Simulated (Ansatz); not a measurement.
`[SiH3]CCBr` + `[OH][Ga]([OH])[SH]` → `[OH][Ga]([SH])[O][SiH3]` + `CCBr`  (ligand exchange at the Si–C bond)

Gas-phase electronic energies from Ansatz, PBE0-D4/def2-TZVP geometries. CCSD(T)/CBS adds triple-zeta CCSD(T) − MP2 to the extrapolated MP2 energy (def2 sets, frozen cores). DFT in def2-TZVPP. B3LYP here is the variant with VWN-RPA as its local correlation; programs differ in this. For Br, Ga outer-core shells are correlated without core-valence functions, which leaves a few kJ/mol of doubt a bond. Scalar relativity is left out up to krypton. Each species was taken in one conformer, which may not be the lowest.

| level | ΔE (kJ/mol) | difference from CCSD(T)/CBS |
| --- | --- | --- |
| PBE-D4 | -93.2 | 15.3 |
| r2SCAN-D4 | -106.4 | 2.1 |
| PBE0-D4 | -100.2 | 8.3 |
| B3LYP-D4 | -111.0 | -2.5 |
| ωB97X-V | -108.1 | 0.4 |
| ωB97M-V | -107.1 | 1.4 |
| B2PLYP | -112.5 | -4.0 |
| PBE | -93.1 | 15.4 |
| r2SCAN | -106.3 | 2.2 |
| PBE0 | -100.1 | 8.4 |
| B3LYP | -110.9 | -2.4 |
| HF/def2-TZVPP | -133.1 | -24.6 |
| MP2/def2-TZVPP | -110.2 | -1.7 |
| SCS-MP2/def2-TZVPP | -115.2 | -6.7 |
| CCSD/def2-TZVPP | -112.8 | -4.3 |
| CCSD(T)/def2-TZVPP | -109.8 | -1.3 |
| HF/def2-QZVPP | -134.5 | -26.0 |
| MP2/def2-QZVPP | -109.9 | -1.4 |
| SCS-MP2/def2-QZVPP | -114.9 | -6.4 |
| HF/CBS(def2) | -134.7 | -26.2 |
| MP2/CBS(def2) | -108.9 | -0.4 |
| CCSD/CBS(def2) | -111.6 | -3.1 |
| CCSD(T)/CBS | -108.5 | 0 |

Largest T1 diagnostic among the species: 0.014.

From PBE to PBE0 (25 % exact exchange), in def2-TZVPP and without D4, ΔE moves by −6.9 kJ/mol. In def2-TZVPP, CCSD(T) changes the Hartree–Fock value by +23.3 kJ/mol (the triples alone add +3.0 kJ/mol) and MP2 by +22.9 kJ/mol.
